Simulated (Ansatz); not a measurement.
Job for Ansatz (a program for electronic structure): R-PBE/def2-TZVPP on CaF2 (SMILES [F][Ca][F]), atoms moved off the minimum.

Ansatz 0.2 input:
```yaml
crystal:
  periodic: [false, false, false]
  atoms:
    - {symbol: Ca, position_ang: [0.23395621, 0.06828912, -0.02405089]}
    - {symbol: F, position_ang: [-0.58344940, 1.43361967, -1.16010859]}
    - {symbol: F, position_ang: [0.16675178, -1.49665198, 1.34819622]}
basis:
  gaussian:
    orbitals: def2-TZVPP
hamiltonian:
  xc: {name: PBE}
scf: {lower_state_search: off}
output: {forces: true}
```

The head of its log:

```
Functional definition: PBE
[...]
these checks for a lower state are left out or cut short: stability, starts, cluster_reference, orbital_swaps, neighbouring_geometries, increment
integrals: 0.03 GiB planned
679 factors; their error is unknown
mean field: 0.19 GiB planned
mean field evaluation 1: about -23859.8575 eV, gradient 7.0e1 eV
mean field evaluation 2: about -23560.1179 eV, gradient 3.8e2 eV
```

Question: What total energy does the run end on?

Answer: -877.1068 hartree.
